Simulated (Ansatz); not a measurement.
Reaction (isomerisation): `FC(F)O[SiH3]` → `OC(F)(F)[SiH3]`

Program: Ansatz. Geometries: PBE0-D4/def2-TZVP. ΔE: electronic, gas phase. CCSD(T)/CBS adds triple-zeta CCSD(T) − MP2 to the extrapolated MP2 energy (def2 sets, frozen cores). DFT in def2-TZVPP. B3LYP here is the variant with VWN-RPA as its local correlation; programs differ in this. One conformer a species, not always the lowest.

`FC(F)O[SiH3]`:

```xyz
9

F     0.296    2.023    0.206
C    -0.613    1.080    0.548
F    -1.480    0.999   -0.495
O    -0.019   -0.101    0.774
Si    0.606   -1.129   -0.392
H    -1.157    1.421    1.432
H     1.463   -2.058    0.375
H     1.397   -0.371   -1.389
H    -0.493   -1.865   -1.059
```

`OC(F)(F)[SiH3]`:

Z-matrix (Å, degrees):
```
C
F 1 1.371
F 1 1.371 2 104.2
O 1 1.352 2 110.0 3 -117.8
Si 1 1.928 2 110.6 3 119.0
H 4 0.968 1 108.9 2 57.1
H 5 1.481 1 108.0 2 -177.2
H 5 1.481 1 108.0 2 62.4
H 5 1.481 1 107.1 2 -57.4
```

CCSD(T)/CBS gives +1.17 eV.

Problem. Another level gave +1.16 eV. Which?
A. B3LYP/def2-TZVPP
B. PBE0-D4/def2-TZVPP
C. CCSD/def2-TZVPP
D. PBE-D4/def2-TZVPP

Solution. A. B3LYP 1.16, PBE0-D4 1.09, CCSD/def2-TZVPP 1.22, PBE-D4 0.99 eV.

Largest T1 diagnostic among the species: 0.013.

From PBE to PBE0 (25 % exact exchange), in def2-TZVPP and without D4, ΔE moves by +0.09 eV. In def2-TZVPP, CCSD(T) changes the Hartree–Fock value by −0.20 eV (the triples alone add −0.03 eV) and MP2 by −0.15 eV.
